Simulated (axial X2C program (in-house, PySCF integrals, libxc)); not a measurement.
# ScS: from the spin-free to the two-component result

Calculated with an axial X2C code built on PySCF integrals. Spin-free means the one-electron spin-free X2C Hamiltonian; two-component (2c) means X2C with spin–orbit coupling and atomic mean-field two-electron Coulomb and Gaunt terms, so the difference of the two also holds small scalar two-electron terms. Basis: Sc dyall-cv3z [10s11p7d5f2g], S dyall-av3z [9s8p3d2f] (cores contracted in-house); Gaussian nuclei, density fitting, unrestricted open shells. Masses: Sc 44.956 u, S 31.972 u.

Spin-free state: M_S = 1/2, Λ = 0 (beyond evenly filled blocks: σα); fragments Sc + S.

| level | Re (Å) | ωe (cm⁻¹) | De (eV) | μ (D) |
| --- | --- | --- | --- | --- |
| PBE0 | 2.122 | 588.3 | 4.990 | -5.56 |
| HF | 2.150 | 606.9 | 2.340 | -6.40 |
| MP2 | 2.158 | 573.5 | 4.726 | n/a |
| CCSD(T) | 2.169 | 558.2 | 4.493 | n/a |
| PW91 | 2.138 | 558.3 | 5.660 | -5.08 |

Correlated methods: 9 electrons correlated (number of frozen shells: Sc 3 s, 2 p; S 2 s, 1 p), 301 virtual spin orbitals or spinors in MP2, 90 natural virtuals in coupled cluster.

Dipoles are positive if S is the positive end.

Two-component determinant lowest at the distance of the search:

Ω = 1/2 (⟨Sz⟩ = 0.50, ⟨Lz⟩ = 0.00 at HF); fragments Sc + S.

| level | Re (Å) | ωe (cm⁻¹) | De (eV) | μ (D) |
| --- | --- | --- | --- | --- |
| PBE0 | 2.122 | 588.2 | 4.989 | -5.56 |
| HF | 2.150 | 606.8 | 2.327 | -6.40 |
| MP2 | 2.158 | 573.4 | 4.694 | n/a |
| CCSD(T) | 2.169 | 558.2 | 4.462 | n/a |
| PW91 | 2.138 | 558.3 | 5.660 | -5.08 |

Task: From the two tables, how do the constants change at the CCSD(T) level (2c against spin-free)?

Result: At the CCSD(T) level Re is unchanged within 0.001 Å and ωe stays the same within 0.2 cm⁻¹; De changes by -0.031 eV.

One determinant describes the state; a PBE0 search over occupations chose it and may have missed a lower one. Dissociation energies refer to the lowest single-determinant-based atoms at the same level and basis. Density functionals use the spin component along the axis (collinear). CCSD and (T) use frozen natural virtuals with an MP2 correction for the truncation; (T) itself is uncorrected, so its De runs slightly low. The 2c atoms are single determinants rather than J levels; their spin–orbit lowering is only partly caught, and De is too large by that part. This holds for PBE0, PW91. The functionals have no current-density term, which raises determinants with orbital currents, atoms included. The outer-core s and p shells of the metal are frozen in the correlated rows, which leaves out core–valence correlation; for alkali and alkaline-earth bonds that tends to lengthen them. Some points did not converge and are left out.
